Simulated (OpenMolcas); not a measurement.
**Rh2+: effect of the active space**

| Property | Result |
| --- | --- |
| Program | OpenMolcas 26.06 |
| Method | SS-CASPT2 or its RAS form, IPEA 0.25 Eh, imaginary shift 0.1 Eh |
| Basis | ANO-RCC-VTZP |
| Scalar Hamiltonian | DKH2, point nucleus |
| Spin-orbit coupling | RASSI with atomic mean-field integrals over the reference wave functions, term energies averaged over their components |

A. 7 electrons in 5 orbitals (4d); 2S+1 = 4 even, 10 roots; 2S+1 = 2 even, 40 roots; closed shells correlated: 4s 4p; CASPT2 step roughly 10 core-seconds
B. 7 electrons in 6 orbitals (4d 5s); 2S+1 = 6 even, 6 roots (5 in the spin-orbit step); 2S+1 = 4 even, 60 roots; 2S+1 = 2 even, 110 roots; closed shells correlated: 4s 4p; CASPT2 step about 40 core-seconds
C. 7 electrons in 9 orbitals (RAS2 4d 5s; RAS3 5p, at most 2 electrons); 2S+1 = 4 even, 60 roots; 2S+1 = 6 even, 6 roots kept (CI in the orbitals of an earlier block, 5 in the spin-orbit step); 2S+1 = 2 even, 83 roots kept (CI in the orbitals of an earlier block); 2S+1 = 4 odd, 87 roots (49 in the spin-orbit step); 2S+1 = 6 odd, 15 roots kept (CI in the orbitals of an earlier block); 2S+1 = 2 odd, 45 roots kept (CI in the orbitals of an earlier block, 0 in the spin-orbit step); closed shells correlated: 4s 4p; CASPT2 step about 7 core-minutes
D. 7 electrons in 10 orbitals (4d 5d); 2S+1 = 4 even, 10 roots; 2S+1 = 2 even, 40 roots; closed shells correlated: 4s 4p; CASPT2 step of the order of 26 core-minutes

Energies in cm⁻¹ above 4d⁷ ⁴F_9/2, the measured ground level; measured values from the list in Shadmi, J. Res. Natl. Bur. Stand. 70A, 435 (1966).

| Level | A | B | C | D | Measured |
| --- | --- | --- | --- | --- | --- |
| 4d⁷ ⁴F_9/2 | 0.0 | 0.0 | 0.0 | 0.0 | 0.0 |
| 4d⁷ ⁴F_7/2 | 2090 | 2220 | 2230 | 2060 | 2148 |
| 4d⁷ ⁴F_5/2 | 3420 | 3610 | 3610 | 3370 | 3486 |
| 4d⁷ ⁴F_3/2 | 4270 | 4490 | 4480 | 4190 | 4322 |
| 4d⁷ ⁴P_5/2 | 11800 | 11260 | 11050 | 11230 | 11062 |
| 4d⁷ ⁴P_3/2 | 11980 | 11190 | 10970 | 11200 | 10997 |
| 4d⁷ ⁴P_1/2 | 13280 | 12740 | 12530 | 12600 |  |
| 4d⁷ ²G_9/2 | 13610 | 13270 | 13190 | 13410 |  |
| 4d⁷ ²G_7/2 | 15680 | 15370 | 15320 | 15430 |  |
| 4d⁷ ²P_3/2 [53 %] | 17460 | 16310 | 16150 | 16440 |  |
| 4d⁷ ²H_11/2 | 18070 | 18130 | 18050 | 18120 |  |
| 4d⁷ ²D_5/2(1) | 19130 | 18580 | 18450 | 18910 |  |
| 4d⁷ ²P_1/2 | 19800 | 18300 | 18190 | 18390 |  |
| 4d⁷ ²H_9/2 | 20160 | 20280 | 20240 | 20160 |  |
| 4d⁷ ²D_3/2(1) [66 %] | 22790 | 22050 | 21990 | 22290 |  |
| 4d⁷ ²F_5/2 | 28010 | 27330 | 27150 | 27660 |  |
| 4d⁷ ²F_7/2 | 29040 | 28400 | 28250 | 28730 |  |
| 4d⁷ ²D_3/2(2) | 44640 | 43910 | 43600 | 44250 |  |
| 4d⁷ ²D_5/2(2) | 45660 | 44910 | 44620 | 45440 |  |

Deviations, from unrounded energies. A percentage is the sum of absolute deviations over the sum of measured energies, with the sign that they share, or ± where signs differ.

```csv
Against measurement,Levels,A,B,C,D
mean absolute deviation (cm-1),5,380,150,81,140
fine structure of the ground term (%),3,-1.7,+3.7,+3.7,-3.4
other terms of the ground configuration (%),2,+7.8,+1.8,-0.2,+1.7
```

C lies closest to measurement on these levels and A furthest from it. The largest miss of C in the table is 4d⁷ ⁴F_3/2, by +160 cm-1. The ranking rests on the paired levels alone, and a cruder setting can come out closer through cancelling errors.

The two smallest mean deviations differ by little beside CASPT2's spread within terms, so their order carries little weight.

Among A to D the level of the table that moves most is 4d⁷ ²P_1/2, by 1600 cm-1 (lowest in C, highest in A). Moves below CASPT2's spread within the term are not significant.

CASPT2 does not keep the components of a term degenerate, so their means are used; among the terms shown or strongly mixed into the levels shown the widest spread is 580 cm-1 (4d⁷ ²H, A). The CASPT2 spread within a term exceeds the gap to the next term for 4d⁷ ²P and 4d⁷ ²H, so the order of their levels is uncertain (figures for A; the like holds for C). Levels of configurations with an s electron are missing; early in the row they begin among the upper levels of the d shell and mix with terms of their name (holds for A). Some high roots are left out of the spin-orbit mixing, which shifts the levels that they would mix with (holds for B; C). Terms from blocks run as CI alone lack orbitals of their own (holds for C). Active for correlation alone: 5d; no level in the range computed is led by a configuration that fills it, so any true level of that kind is missing (holds for D). Computed and measured levels are paired by configuration, term and J; levels that our copy of the source lacks, or whose pairing is in doubt (as where it misses far off the trend of its configuration), stay unpaired and out of the deviations. Only configurations of the active space appear. The table leaves out levels that lie high or whose names do not pair safely across all columns.

A share in square brackets marks a mixed level and gives the weight of the term that names it, the lowest over the columns. A number in round brackets counts repeated terms of one configuration in the order of the reference energies.
